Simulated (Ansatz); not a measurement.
Reaction (cleavage of the B–B bond): `CBBN` + `CCS` → `CBSCC` + `BN`

Computed with Ansatz on PBE0-D4/def2-TZVP structures; ΔE is electronic, products minus reactants. CCSD(T)/CBS adds triple-zeta CCSD(T) − MP2 to the extrapolated MP2 energy (def2 sets, frozen cores). This one scheme is used for every species. Functionals use def2-TZVPP. B3LYP here is the variant with VWN-RPA as its local correlation; programs differ in this. Each species was taken in one conformer, which may not be the lowest.

| level | ΔE (kJ/mol) | difference from CCSD(T)/CBS |
| --- | --- | --- |
| PBE-D4 | -128.7 | 1.7 |
| PBE0-D4 | -127.8 | 2.6 |
| B3LYP-D4 | -128.5 | 1.9 |
| B2PLYP | -131.0 | -0.6 |
| PBE0 | -126.0 | 4.4 |
| HF/def2-TZVPP | -121.2 | 9.2 |
| SCS-MP2/def2-TZVPP | -134.4 | -4.0 |
| CCSD(T)/def2-TZVPP | -131.1 | -0.7 |
| SCS-MP2/def2-QZVPP | -133.7 | -3.3 |
| MP2/CBS(def2) | -139.0 | -8.6 |
| CCSD(T)/CBS | -130.4 | 0 |

Largest T1 diagnostic among the species: 0.012.

The D4 term adds −3.5 kJ/mol with B3LYP and −1.8 kJ/mol with PBE0; it sums over pairs of atoms, weighted by their polarisabilities, and B3LYP, whose exchange is more repulsive, gets the larger term. In def2-TZVPP, CCSD(T) changes the Hartree–Fock value by −9.8 kJ/mol (the triples alone add −4.2 kJ/mol) and MP2 by −18.5 kJ/mol.
